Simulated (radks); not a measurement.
Spherical quantum dot in the effective-mass picture: electrons in a parabolic well V = omega^2 r^2 / 2 with omega = 1.3, with a point charge +2 (a donor) at the centre, all in effective atomic units (hartree* = m*/eps^2 hartree, bohr* = eps/m* bohr), one dielectric constant everywhere. Calculated with a radial shooting solver with Libxc functionals: non-relativistic Kohn-Sham, LDA (Slater exchange, Perdew-Wang correlation), spin-polarised, spherical densities. Levels are named by radial order and angular momentum (1s, 1p, 1d, 2s, ...), and open shells are averaged over m. Each electron was tried in the lowest free levels, single moves between levels near the top were tried too, and the lowest total energy was kept; such a search can miss a lower state. At N = 1 the Hartree and exchange-correlation terms need not cancel, so that row can carry a self-interaction error.

| N | open shells | 2S | E (hartree*) | mu = E(N) - E(N-1) (hartree*) | addition energy mu(N+1) - mu(N) (hartree*) | e(HOMO) (hartree*) | rms radius (bohr*) |
|---|---|---|---|---|---|---|---|
| 1 | 1s(up 1, down 0) | 1 | -1.43904 | -1.4390 | 1.346 | -0.91352 | 0.7023 |
| 2 | none | 0 | -1.53161 | -0.092572 | 3.107 | 0.38208 | 0.7702 |
| 3 | 1p(up 1, down 0) | 1 | 1.48306 | 3.0147 | 0.5953 | 3.3078 | 1.001 |
| 4 | 1p(up 2, down 0) | 2 | 5.09306 | 3.6100 | 0.6042 | 3.9128 | 1.119 |
| 5 | 1p(up 3, down 0) | 3 | 9.30723 | 4.2142 | 0.7642 | 4.5140 | 1.199 |
| 6 | 1p(up 3, down 1) | 2 | 14.2856 | 4.9783 | 0.5398 | 5.2459 | 1.266 |
| 7 | 1p(up 3, down 2) | 1 | 19.8037 | 5.5182 | 0.5445 | 5.7908 | 1.322 |
| 8 | none | 0 | 25.8664 | 6.0626 | 1.035 | 6.3334 | 1.370 |
| 9 | 2s(up 1, down 0) | 1 | 32.9639 | 7.0976 | 0.5451 | 7.3445 | 1.434 |
| 10 | none | 0 | 40.6066 | 7.6426 | 0.9868 | 7.8864 | 1.490 |
| 11 | 1d(up 1, down 0) | 1 | 49.2360 | 8.6294 | 0.4480 | 8.8539 | 1.543 |
| 12 | 1d(up 2, down 0) | 2 | 58.3134 | 9.0774 | 0.4448 | 9.3004 | 1.590 |
| 13 | 1d(up 3, down 0) | 3 | 67.8356 | 9.5222 | 0.4408 | 9.7433 | 1.632 |
| 14 | 1d(up 4, down 0) | 4 | 77.7987 | 9.9631 | 0.4365 | 10.182 | 1.671 |
| 15 | 1d(up 5, down 0) | 5 | 88.1983 | 10.400 | 0.5409 | 10.616 | 1.707 |
| 16 | 1d(up 5, down 1) | 4 | 99.1387 | 10.940 | 0.4153 | 11.148 | 1.741 |
| 17 | 1d(up 5, down 2) | 3 | 110.494 | 11.356 | 0.4131 | 11.563 | 1.773 |
| 18 | 1d(up 5, down 3) | 2 | 122.263 | 11.769 | 0.4102 | 11.975 | 1.803 |
| 19 | 1d(up 5, down 4) | 1 | 134.442 | 12.179 | 0.4070 | 12.383 | 1.832 |
| 20 | none | 0 | 147.029 | 12.586 | 1.228 | 12.788 | 1.860 |
| 21 | 1f(up 1, down 0) | 1 | 160.843 | 13.814 | 0.3728 | 14.001 | 1.893 |
| 22 | 1f(up 2, down 0) | 2 | 175.030 | 14.187 | 0.3708 | 14.373 | 1.925 |
| 23 | 1f(up 3, down 0) | 3 | 189.588 | 14.558 | 0.3687 | 14.743 | 1.955 |
| 24 | 1f(up 4, down 0) | 4 | 204.514 | 14.927 | 0.3664 | 15.110 | 1.983 |
| 25 | 1f(up 5, down 0) | 5 | 219.808 | 15.293 | 0.3641 | 15.475 | 2.010 |
| 26 | 1f(up 6, down 0) | 6 | 235.465 | 15.657 | 0.3617 | 15.838 | 2.036 |
| 27 | 1f(up 7, down 0) | 7 | 251.484 | 16.019 | 0.3982 | 16.199 | 2.061 |
| 28 | 1f(up 7, down 0) 2p(up 1, down 0) | 8 | 267.901 | 16.417 | 0.3686 | 16.602 | 2.085 |
| 29 | 1f(up 7, down 0) 2p(up 2, down 0) | 9 | 284.686 | 16.786 | 0.3671 | 16.969 | 2.108 |
| 30 | 1f(up 7, down 0) 2p(up 3, down 0) | 10 | 301.839 | 17.153 | 0.3888 | 17.336 | 2.130 |
| 31 | 1f(up 7, down 1) 2p(up 3, down 0) | 9 | 319.380 | 17.541 | 0.3429 | 17.713 | 2.152 |
| 32 | 1f(up 7, down 2) 2p(up 3, down 0) | 8 | 337.265 | 17.884 | 0.3414 | 18.055 | 2.174 |
| 33 | 1f(up 7, down 3) 2p(up 3, down 0) | 7 | 355.491 | 18.226 | 0.3399 | 18.396 | 2.194 |
| 34 | 1f(up 7, down 4) 2p(up 3, down 0) | 6 | 374.056 | 18.566 | 0.3382 | 18.735 | 2.214 |
| 35 | 1f(up 7, down 5) 2p(up 3, down 0) | 5 | 392.960 | 18.904 | 0.3322 | 19.075 | 2.234 |
| 36 | 2p(up 2, down 0) | 2 | 412.196 | 19.236 | 0.3435 | 19.406 | 2.253 |
| 37 | 2p(up 3, down 0) | 3 | 431.776 | 19.580 | 0.3971 | 19.753 | 2.271 |
| 38 | 2p(up 3, down 1) | 2 | 451.752 | 19.977 | 0.3420 | 20.148 | 2.290 |
| 39 | 2p(up 3, down 2) | 1 | 472.071 | 20.319 | 0.3410 | 20.489 | 2.308 |
| 40 | none | 0 | 492.731 | 20.660 | 0.7465 | 20.830 | 2.325 |
| 41 | 3s(up 1, down 0) | 1 | 514.137 | 21.406 | - | 21.571 | 2.345 |

All shells are closed at N = 2, 8, 10, 20, 40 (there: 1s2 1p6 1d10 2s2 1f14 2p6); the second difference of the energy has clear peaks (12 % above both neighbours; the first and last values, which can be the largest, are not judged, and half-filled shells can peak too) at N = 2, 5, 8, 10, 15, 20, 37.
